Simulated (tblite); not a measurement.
Compound: C7H5ClN (doublet state).
Geometry (GFN2-xTB, Å), atoms numbered from 1 in this order:
```xyz
14
C7H5ClN angstrom
N     -2.6446    1.1915    1.4236
C     -2.1826    0.5191    0.6238
C     -1.5568   -0.3187   -0.3726
C     -0.0884   -0.4048   -0.1054
C      0.6588   -1.4801    0.1913
C      2.0192   -1.0305    0.3603
C      2.1711    0.2670    0.1721
C      0.7872    0.8246   -0.1114
Cl     0.7124    1.6864   -1.6692
H     -2.0132   -1.3109   -0.3459
H     -1.7312    0.1323   -1.3562
H      0.3297   -2.4970    0.2914
H      3.0463    0.8815    0.2138
H      0.4914    1.5391    0.6622
```

Level: GFN2-xTB in tblite, geometry and Hessian alike; calculated harmonic values, unscaled, isolated species. Errors from tens to a few hundred cm⁻¹ against measured bands are possible. One conformer, not necessarily the lowest. Open shells enter through the occupations alone, without spin polarisation, and single modes of such species can be off by tens of per cent.

Harmonic wavenumbers (cm⁻¹): 30.0, 96.9, 116.0, 164.4, 276.5, 326.2, 374.0, 431.4, 466.8, 515.1, 669.8, 690.3, 741.8, 785.7, 840.2, 879.8, 907.8, 970.6, 988.3, 1043.8, 1085.0, 1100.4, 1118.3, 1138.1, 1213.9, 1254.4, 1273.3, 1395.9, 1579.4, 1638.0, 2411.7, 2923.8, 2931.9, 2979.6, 3151.3, 3181.6.

A = 1914, B = 1201, C = 877.9 MHz; mass 138.011 u (most abundant isotopes); point group C1, symmetry number 1; spin multiplicity 2.

Q: Zero-point energy?

A: Half the sum of the wavenumbers: 20846 cm⁻¹ = 249.37 kJ/mol.

Q: Entropy at 298.15 K, 1 bar (ideal gas, RRHO, classical rotation)?

A: Translation 170.31, rotation 123.24, vibration 97.87, spin (R ln 2) 5.76: S = 397.2 J/(mol K).

Q: And Cp and H(298.15 K) − H(0)?

A: Cp = 134.90 J/(mol K), of which vibrations give 101.64 (their classical limit is 36 R = 299.3); H(298.15 K) − H(0) = 24.94 kJ/mol without the zero-point energy, 15.02 from vibrations.

Q: Which modes carry the vibrational entropy at 298.15 K?

A: 30.0 cm⁻¹: 24.39; 96.9 cm⁻¹: 14.71; 116.0 cm⁻¹: 13.25; 164.4 cm⁻¹: 10.45; 276.5 cm⁻¹: 6.51; 326.2 cm⁻¹: 5.35 J/(mol K); the other 30 give 23.21 together.

Q: How do the functions run with temperature in this model?

A: 
```
 T (K)  S (J/(mol K))  Cp (J/(mol K))  H − H(0) (kJ/mol)  G − H(0) (kJ/mol)  ln q(vib)
    50          253.6            51.1               2.07             -10.61       0.66
   100          294.1            67.4               5.04             -24.37       1.68
373.15          430.2           159.7              36.00            -124.52       7.24
   500          481.9           193.9              58.53            -182.43       9.81
   750          569.7           238.1             113.05            -314.25      14.70
  1000          642.2           265.0             176.19            -466.01      19.21
```

q(vib) and H(0) count from the zero-point level.

Hindered rotation and anharmonicity are outside this model. Other conformers, if any are populated, would add a mixing term that is left out. The structure is chiral; the term R ln 2 for an equal mix with its mirror image is left out.
